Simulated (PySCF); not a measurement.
```xyz
3
charge 0 multiplicity 1, angstrom
Zn    0.0000    0.0000    0.0000
I     2.4182    0.0000    0.0000
I    -2.4182    0.0000    0.0000
```

All numbers come from PBE0 in PySCF with Zn def2-TZVP, I def2-TZVP with ECP28; scalar-relativistic core potentials, no spin–orbit coupling; density-fitted integrals.

This geometry of ZnI₂ is a stationary point at this level.

(1) What is the point group?

(2) Is it a minimum?

(3) List the harmonic modes with their infrared intensities.

(4) What is the atomisation energy, with and without zero-point energy?

## Answers

(1) D∞h.

(2) Yes: all harmonic wavenumbers are real.

(3) 
```
symmetry  ω (cm⁻¹)  IR (km/mol, summed over degenerate members)
      πu        69                                          6.1
     σg+       155                                          0.0
     σu+       343                                         54.6
```

(4) 476 kJ/mol without, 472 kJ/mol with.
